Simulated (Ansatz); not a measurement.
Ba2O2 (the lowest singlet isomer of a short search) was relaxed with PBE0-D4 (def2-TZVP) in Ansatz in these states: neutral quintet, neutral singlet, neutral triplet. The geometries follow in no particular order.

In the def2 sets Ba takes a core potential; there is no spin–orbit coupling.

A:

```xyz
4

Ba    0.032   -0.754    2.092
Ba    0.195    0.674   -2.110
O     0.897   -0.316   -0.072
O    -1.124    0.396    0.090
```

B:

```xyz
4

Ba   -1.164   -0.405    1.525
Ba    1.164    0.405   -1.524
O     0.537   -1.075    0.125
O    -0.538    1.075   -0.125
```

C:

```xyz
4

Ba   -0.0563   -1.7082    0.2678
Ba    0.0560    1.7082   -0.2682
O    -1.1728    0.1616    0.7838
O     1.1730   -0.1616   -0.7834
```

Task: Judge from the bond lengths which geometry belongs to which state (an estimate).

Result: A is the neutral quintet (Ba1–Ba2 4.441 Å, Ba1–O4 2.581 Å, Ba2–O4 2.580 Å); B is the neutral triplet (Ba1–Ba2 3.921 Å, Ba1–O4 2.303 Å, Ba2–O4 2.303 Å); C is the neutral singlet (Ba1–Ba2 3.460 Å, Ba1–O4 2.238 Å, Ba2–O4 2.238 Å).

At PBE0-D4/def2-TZVP a singlet lies 5.24 eV below the neutral quintet. At PBE0-D4/def2-TZVP a singlet lies 2.27 eV below the neutral triplet. These are the stationary points nearest to one start from a short search; other shapes may lie lower in each state.
